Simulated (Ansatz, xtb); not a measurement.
## C5H8O2: which of two isomers lies lower

We compare X, `CC1(C=O)COC1`, a singlet, with Y, `C[C@@]1(C=O)CCO1`, a singlet. Both are isolated molecules in the gas phase, relaxed with r2SCAN-D4/def2-SVP; the shapes shown needn't be the lowest conformers.

X (Å):

```xyz
15

C    -0.7333    0.9035   -2.2912
C    -0.5764    0.1700   -0.9786
C    -0.2450    1.0960    0.1684
C     0.3278   -1.0912   -0.9109
C    -1.6653   -0.8449   -0.5348
O    -0.1138    2.2907    0.0731
O    -0.6862   -1.8476   -0.2396
H    -1.5342    1.6557   -2.2230
H    -0.9730    0.2048   -3.1070
H     0.1913    1.4430   -2.5478
H    -0.1248    0.5669    1.1564
H     0.5654   -1.4928   -1.9160
H     1.2602   -1.0205   -0.3214
H    -2.3353   -1.1346   -1.3686
H    -2.2791   -0.5833    0.3465
```

Y (Å):

```xyz
15

C     1.1987    1.2575   -0.4551
C     1.0960   -0.1675   -0.9447
C     1.2416   -0.2583   -2.4581
C     1.8265   -1.2867   -0.1891
C     0.4334   -1.9199   -0.0710
O     2.0826   -0.8970   -3.0394
O    -0.2052   -0.7597   -0.6556
H     2.2139    1.6538   -0.6191
H     0.4793    1.8999   -0.9883
H     0.9660    1.2987    0.6198
H     0.4290    0.2964   -3.0050
H     2.5719   -1.8259   -0.7904
H     2.2659   -0.9627    0.7650
H     0.0605   -2.1092    0.9500
H     0.2764   -2.8255   -0.6845
```

Quicker runs give these differences E(Y) − E(X): GFN2-xTB −8.0 kJ/mol; HF/STO-3G −9.8 kJ/mol (at GFN2-xTB geometries); r2SCAN-D4/def2-SVP//GFN2-xTB −12.4 kJ/mol.

Problem. Estimate E(Y) − E(X) at the level CCSD(T)/def2-SVP + ΔMP2/def2-TZVPP.

Solution. Calculated at CCSD(T)/def2-SVP + ΔMP2/def2-TZVPP: E(Y) − E(X) = −13.5 kJ/mol, so structure Y lies lower.

Level by level:

```tsv
level	geometry	E(Y) − E(X) (kJ/mol)	departure from the last row (kJ/mol)	job, with rough time for the two
GFN2-xTB	GFN2-xTB	−8.0	+5.6	optimisation, 1.9 s
HF/STO-3G	GFN2-xTB	−9.8	+3.8	single point, 4.4 s
r2SCAN-D4/def2-SVP//GFN2-xTB	GFN2-xTB	−12.4	+1.1	single point, 18 s
r2SCAN-D4/def2-SVP	r2SCAN-D4/def2-SVP	−13.8	−0.2	optimisation, 7 min
HF/def2-SVP	r2SCAN-D4/def2-SVP	−12.1	+1.5	part of the CCSD(T) run
MP2/def2-SVP	r2SCAN-D4/def2-SVP	−12.2	+1.3	part of the CCSD(T) run
CCSD(T)/def2-SVP	r2SCAN-D4/def2-SVP	−12.9	+0.6	single point
CCSD(T)/def2-SVP + ΔMP2/def2-TZVPP	r2SCAN-D4/def2-SVP	−13.5		single point, 4.5 min
```

As drawn, both hold the same kinds of bond in the same numbers.

The levels shown agree on the order. The largest departure from CCSD(T)/def2-SVP + ΔMP2/def2-TZVPP is that of GFN2-xTB, 5.6 kJ/mol. A small imaginary or near-zero mode remains, so no thermal terms are given. The last row adds to CCSD(T) the change of the MP2 difference between the two basis sets, here −0.6 kJ/mol.

The correlated steps freeze 7 core orbitals. Programs: Ansatz 0.2.0, xtb 6.7.1; the last row on 2 threads of Intel(R) Xeon(R) Processor @ 2.50GHz (Skylake/Cascade Lake) on a shared host.
